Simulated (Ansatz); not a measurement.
```xyz
9

N    -0.731    0.860    0.802
Si   -0.013   -0.333   -0.151
O     1.454   -0.590    0.510
O    -0.015    0.106   -1.720
F    -0.774   -1.732   -0.191
H    -1.596    1.296    0.534
H    -0.580    0.884    1.796
H     1.863   -1.440    0.346
H     0.392    0.949   -1.924
```

Charge 0, multiplicity 1.

(1) List the PBE/def2-TZVPP orbital energies in eV (Ansatz 0.2.0). (Estimate.)

Results:

(1) The calculation gave: Occupied: -1780.84, -659.40, -510.32, -510.29, -380.10, -138.34, -95.13, -95.09, -95.06, -29.22, -25.36, -24.92, -21.23, -14.26, -13.22, -12.18, -11.65, -11.07, -10.13, -9.68, -9.14, -8.60, -8.10, -7.52, -6.45. Lowest empty: -0.34, 0.68, 0.85, 1.85, 2.24, 2.84, 3.59, 3.97.
